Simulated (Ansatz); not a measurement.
The lowest singlet and triplet of CH3N (SMILES [CH]N); geometries from B3LYP-D3(BJ)/def2-TZVP, each state relaxed from the structure named, with no frequency check.
Singlet (charge 0, multiplicity 1):
```xyz
5

C      0.6931    -0.3712     0.0187
N     -0.5029     0.1518    -0.0070
H      1.4062     0.4728    -0.0309
H     -0.7299     1.1450    -0.0621
H     -1.3144    -0.4527     0.0295
```

A positive gap puts the triplet lower; no zero-point energy. R- takes a restricted singlet. The triplet is unrestricted in single-reference levels. Active spaces average the two states.

Frozen-core correlation.

The values were computed with Ansatz (a first-principles code) with Gaussian orbitals. Each number belongs to the level named beside it.

Q: Give the gap E(singlet) − E(triplet), vertical, at the singlet's geometry at the level R-HF/cc-pVDZ.

A: -1.54 eV

Q: What is the computed gap E(singlet) − E(triplet), vertical, at the singlet's geometry (FIC-MRCISD+Q on SA-CASSCF(2,2)/cc-pVTZ)?

A: -2.36 eV

Q: What gap E(singlet) − E(triplet), vertical, at the singlet's geometry does SA-CASSCF(2,2)/cc-pVQZ give?

A: -1.88 eV
